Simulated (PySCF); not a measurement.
PySCF 2.14 output of an unrestricted B3LYP calculation on a single atom or ion in def2-TZVP with the def2 core potential (46 electrons) (6s4p3d1f, 40 functions), with scalar relativity through the core potential:

```
SCF conv_tol = 1e-09
number electrons alpha = 6  beta = 5
    P. J. Stephens, F. J. Devlin, C. F. Chabalowski, and M. J. Frisch.,  J. Phys. Chem. 98, 11623 (1994)
cycle= 1 E= -31.4877040744965  delta_E= -0.00705  |g|= 0.0231  |ddm|= 0.835
cycle= 2 E= -31.4887684492703  delta_E= -0.00106  |g|= 0.0102  |ddm|= 0.153
cycle= 3 E= -31.4893941200099  delta_E= -0.000626  |g|= 0.00614  |ddm|= 0.0867
cycle= 4 E= -31.4901515550303  delta_E= -0.000757  |g|= 0.00576  |ddm|= 0.0982
cycle= 5 E= -31.4911226492645  delta_E= -0.000971  |g|= 0.00923  |ddm|= 0.489
cycle= 6 E= -31.4912833464697  delta_E= -0.000161  |g|= 0.00375  |ddm|= 0.294
cycle= 7 E= -31.4916313820885  delta_E= -0.000348  |g|= 0.000675  |ddm|= 0.158
cycle= 8 E= -31.4916304544159  delta_E= 9.28e-07  |g|= 0.000483  |ddm|= 0.0174
cycle= 9 E= -31.4916329242256  delta_E= -2.47e-06  |g|= 2.06e-05  |ddm|= 0.0113
cycle= 10 E= -31.4916329209479  delta_E= 3.28e-09  |g|= 1.98e-05  |ddm|= 0.000486
cycle= 11 E= -31.4916329258944  delta_E= -4.95e-09  |g|= 4.82e-07  |ddm|= 0.000516
cycle= 12 E= -31.4916329258952  delta_E= -8.21e-13  |g|= 6.95e-08  |ddm|= 7.42e-06
converged SCF energy = -31.4916329258952  <S^2> = 1.2338381  2S+1 = 2.4362579
```

The run itself started from symmetry-adapted Hartree-Fock orbitals and held the occupation by maximum overlap, on a logarithmic radial grid, so the iterations belong to that start.

**Question.** Which element, charge and spin multiplicity is this?

**Answer.** La (lanthanum, neutral), multiplicity 2; the state was [Xe] 5d1 6s2, 2D determinant.

⟨L²⟩ = 7.80 against 6 for a pure D term, so this real determinant mixes terms. Energies and moments cover only the electrons outside the core potential. Spin-orbit coupling, absent here, splits the open shell strongly. ⟨S²⟩ = 1.23 against 0.75 shows spin contamination. The s, p, d and f populations moved away from the nominal configuration during the SCF.
